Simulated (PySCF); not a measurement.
C3H6OSi, SMILES C1=C[SiH2]CO1. Coordinates come from a PBE-D3(BJ)/def2-SVP optimisation. The structure was generated by enumeration, and PubChem lists no compound with its InChIKey, so it may never have been made. One conformer was computed; it need not be the lowest.

Computed with PBE-D3(BJ)/def2-SVP in PySCF.

Harmonic wavenumbers (cm⁻¹): 121, 380, 471, 482, 626, 627, 705, 717, 732, 789, 847, 893, 926, 951, 1007, 1150, 1173, 1253, 1293, 1395, 1582, 2140, 2146, 2994, 3049, 3107, 3174. Rotational constants (GHz): 6.715, 4.439, 2.809; symmetry number 1.

Question: Work out the zero-point energy and the ideal-gas rigid-rotor harmonic-oscillator thermochemistry at 298.15 K and 1 atm.

Answer: ZPE = ½ Σ hcν = ½ × 34730 cm⁻¹ = 207.73 kJ/mol. H − E(el) = 224.28 kJ/mol. Entropy in J/(mol K): translation 164.32, rotation 107.76, vibration 34.62, total 306.70. G − E(el) = 132.83 kJ/mol. Cp = 93.40 J/(mol K). Modes under 150 cm⁻¹ make the vibrational entropy uncertain.
